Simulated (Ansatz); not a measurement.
System: ethenyl(trihydroxy)silane, C₂H₆O₃Si, charge 0, multiplicity 1. SMILES: C=C[Si](O)(O)O
Geometry from a B3LYP-D3(BJ)/def2-TZVP (Ansatz, a first-principles code) optimisation:
```
Si
O 1 1.6377
H 2 0.9611 1 117.51
O 1 1.6413 2 107.22 3 -41.25
H 4 0.9604 1 117.47 2 156.69
O 1 1.6481 2 114.07 3 74.78
H 6 0.9603 1 117.82 2 60.03
C 1 1.8493 2 105.74 3 -163.41
C 8 1.3318 1 123.73 2 -136.78
H 9 1.0849 8 122.38 1 -179.07
H 9 1.0850 10 115.91 8 -179.69
H 8 1.0874 9 118.09 10 0.04
```
Charge 0, spin multiplicity 1.

Wanted: atomisation energy, in kcal/mol. Terms: no dispersion term unless named; non-relativistic; atomisation electronic, to ground-state atoms; UHF or UKS for open shells; no spin-orbit coupling; six Cartesian d functions in 6-31G* and its kin unless marked 5d; valence correlation only. CBS(X,Y): correlation extrapolated as X^-3; Hartree-Fock from the larger set. First-principles rows: single points at B3LYP-D3(BJ) geometries (Ansatz).

```tsv
species	coefficient	E at B3LYP/6-31G* (Ansatz), Eh	E at wB97X-V/def2-TZVPD (Ansatz), Eh
C=C[Si](O)(O)O	-1	-595.09716	-595.13319
C atom	+2	-37.84628	-37.84665
H atom	+6	-0.50027	-0.50049
O atom	+3	-75.06062	-75.06921
Si atom	+1	-289.37173	-289.31750
```

Coupled cluster (Ansatz) is a level with limits of its own, used here on species with T1 under 0.025 (0.045 for open shells) and stable references: CCSD(T)/CBS(cc-pV(T+d)Z,cc-pV(Q+d)Z). Value to compare with, CCSD(T)/CBS(cc-pV(T+d)Z,cc-pV(Q+d)Z) (Ansatz): 1208.1 kcal/mol. 1 Eh = 627.5095 kcal/mol.

**Question.** Compute it at each level from the table, and compare with CCSD(T)/CBS(cc-pV(T+d)Z,cc-pV(Q+d)Z) (Ansatz).

**Answer.** 
- B3LYP/6-31G*: the sum of coefficient times E is 1.84939 Eh, or 1160.51 kcal/mol. Result: 1160.5 kcal/mol. Its difference against CCSD(T)/CBS(cc-pV(T+d)Z,cc-pV(Q+d)Z) (Ansatz) is -47.6 kcal/mol.
- wB97X-V/def2-TZVPD: the sum of coefficient times E is 1.91182 Eh, or 1199.69 kcal/mol. Result: 1199.7 kcal/mol. Its difference against CCSD(T)/CBS(cc-pV(T+d)Z,cc-pV(Q+d)Z) (Ansatz) is -8.4 kcal/mol.
